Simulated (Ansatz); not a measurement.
`C[Se][AlH2]` + `[SiH3][SeH]` → `C[Se][Se][SiH3]` + `[AlH3]` at 700 K and 1 bar (ligand exchange at the Se–Al bond).

Calculated with Ansatz (gas phase, PBE0-D4/def2-TZVP geometries, no zero-point term in ΔE). CCSD(T)/CBS is the MP2 limit (def2-TZVPP, def2-QZVPP) plus CCSD(T) − MP2 in def2-TZVPP, frozen cores. This one scheme is used for every species. For Se outer-core shells are correlated without core-valence functions, which leaves a few kJ/mol of doubt a bond. Scalar relativity is left out up to krypton. Each species was taken in one conformer, which may not be the lowest.

```tsv
species	CCSD(T)/CBS energy (Eh)	H − E (kJ/mol)	S (J/(mol·K))
`C[Se][AlH2]`	-2683.80327	197.3	415.0
`[SiH3][SeH]`	-2692.20088	133.3	356.0
`C[Se][Se][SiH3]`	-5132.18229	247.1	496.4
`[AlH3]`	-243.78045	80.2	251.4
```

H − E and S are ideal-gas, rigid-rotor, harmonic terms from PBE0-D4/def2-TZVP, for one conformer and one mirror image of each species. 1 Eh = 2625.50 kJ/mol, R = 8.31446 J/(mol·K).

Question: By hand: ΔE, ΔH, ΔS and ΔG.

Answer: ΔE = (-5132.18229) + (-243.78045) − (-2683.80327) − (-2692.20088) = 0.04141 Eh = 108.7 kJ/mol. Δ(H − E) = 247.1 + 80.2 − 197.3 − 133.3 = -3.3, so ΔH = 105.4 kJ/mol. ΔS = 496.4 + 251.4 − 415.0 − 356.0 = -23.2 J/(mol·K). ΔG = 105.4 − 700 × (-23.2)/1000 = 121.6 kJ/mol.

Question: By hand: the equilibrium constant, and the temperature at which ΔG would vanish if ΔH and ΔS stayed fixed.

Answer: log₁₀ K = −ΔG/(RT ln 10) = -9.1. ΔH and −TΔS have one sign here, so there is no such temperature.

ΔH outweighs TΔS. A doubt of 5 kJ/mol in ΔE shifts log₁₀ K by 0.4 here. Other conformers and mirror images would add mixing entropy, several J/(mol·K) or more a flexible species. These are equilibria of isolated gas molecules and say nothing of rates. Largest T1 diagnostic: 0.010 (customary marks: 0.02 for closed shells, 0.045 for open ones).
